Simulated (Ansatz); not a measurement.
Basis-set extrapolation for CH8BNOSi (`CNB[SiH2]O`) (PBE0-D4/def2-TZVP geometry, frozen core, Ansatz). Multiplicity 1, RHF reference.

```
                      def2-TZVPP   def2-QZVPP
                 HF  -485.617257  -485.636108
    MP2 correlation    -0.854712    -0.916354
CCSD(T) correlation    -0.937730      not run
```

Energies in hartree. Use E(X) = E(∞) + A·exp(−7.88·√X) for Hartree–Fock and E(X) = E(∞) + B·X^(−2.97) for correlation, with X = 3 and 4, and add CCSD(T) minus MP2 of the smaller set to the MP2 limit.

What is the CCSD(T) energy at the basis-set limit?

HF limit: -485.636108 + (-0.018851) × 0.13774 = -485.63870. MP2 limit: -0.916354 + (-0.061642) × 0.74074 = -0.96201. Higher-order term: -0.937730 − (-0.854712) = -0.08302. Total: -486.68373 hartree, 338.0 kJ/mol below CCSD(T)/def2-TZVPP.
